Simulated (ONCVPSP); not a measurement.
# An all-electron radial function and its pseudo partner (Mg (Z = 12))

Columns: radius, all-electron u(r) and pseudo u(r) of the 2s shell (level -79.85 eV) of magnesium in the configuration [He] 2s2 2p6 3s2; PBE, scalar-relativistic, ONCV scheme, ONCVPSP 4.0.1.

```
r (bohr)  all-electron  pseudo
   0.070       -0.5592  0.2437
   0.140       -0.2654  0.4751
   0.210        0.2103  0.6834
   0.280        0.6334  0.8595
   0.350        0.9398  0.9973
   0.420        1.1279  1.0935
   0.490        1.2183  1.1481
   0.560        1.2370  1.1642
   0.630        1.2057  1.1463
   0.700        1.1426  1.1010
   0.770        1.0609  1.0353
   0.840        0.9700  0.9562
   0.910        0.8764  0.8700
   0.980        0.7844  0.7820
   1.050        0.6968  0.6961
   1.120        0.6153  0.6151
   1.190        0.5405  0.5405
   1.260        0.4728  0.4728
   1.330        0.4121  0.4121
   1.400        0.3581  0.3581
   1.470        0.3104  0.3104
   1.540        0.2684  0.2683
   1.610        0.2316  0.2316
   1.680        0.1995  0.1994
   1.750        0.1716  0.1715
   1.820        0.1474  0.1474
```

How many radial nodes do the two functions have?

The all-electron 2s function has n − l − 1 = 1; the pseudo-wave has 0, since the states of the same l below it are removed with the core.

At about which radius was the pseudo-wave matched?

1.40 bohr. The columns agree to 0.0005 from 1.12 bohr on; several derivatives are matched, so the curves merge somewhat inside the radius.

Where does each function peak?

Outermost all-electron maximum near 0.56 bohr, pseudo maximum near 0.56 bohr (to the table’s step).

Is the pseudo-wave norm-conserving?

Yes: the ONCV scheme keeps the norm inside the radius equal to the all-electron one, which fixes the energy derivative of the logarithmic derivative at the level.
